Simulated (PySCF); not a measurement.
# AuS(OH): from structure and modes to constants

Level of theory: UPBE0/[Au def2-SVP with ECP60, S def2-SVP, O def2-SVP, H def2-SVP], scalar-relativistic core potentials, density fitting, no spin–orbit coupling, PySCF.

The triplet minimum has Cs symmetry. Masses (u): Au 196.96655, S 31.97207, O 15.99492, H 1.00782.

```xyz
4
charge 0 multiplicity 3, angstrom
Au    0.0047    0.0000    0.1460
S    -0.0465    0.0000   -2.0214
O     0.0663    0.0000    2.0862
H    -0.8031    0.0000    2.5077
```

Harmonic wavenumbers (cm⁻¹): 122.9 (a'', ×1), 135.2 (a', ×1), 425.1 (a', ×1), 622.4 (a', ×1), 740.7 (a', ×1), 3863.8 (a', ×1).

(1) What is the harmonic zero-point energy?

(2) Find the vibrational entropy and heat capacity at 298.15 K.

## Answers

(1) Half the sum of all 6 wavenumbers, 5910/2 = 2955 cm⁻¹, which is 35.4 kJ/mol (1 cm⁻¹ = 0.0119627 kJ/mol).

(2) With u = 1.43878 ω/T, each mode gives S = R[u/(eᵘ−1) − ln(1−e⁻ᵘ)] and C = R u² eᵘ/(eᵘ−1)².
| ω (cm⁻¹) | u | S (J/(mol K)) | C (J/(mol K)) |
| --- | --- | --- | --- |
| 122.9 | 0.593 | 12.78 | 8.08 |
| 135.2 | 0.653 | 12.01 | 8.03 |
| 425.1 | 2.051 | 3.66 | 5.92 |
| 622.4 | 3.003 | 1.73 | 4.12 |
| 740.7 | 3.574 | 1.09 | 3.15 |
| 3863.8 | 18.646 | 0.00 | 0.00 |
The sums over all modes are S = 31.3 and C = 29.3 J/(mol K); the softest mode gives 41 % of the entropy.

Only a few start shapes were tried, so a lower isomer may exist. With open d or f shells other occupations or spin states may lie lower. With an element this heavy the missing spin–orbit coupling can shift these numbers.
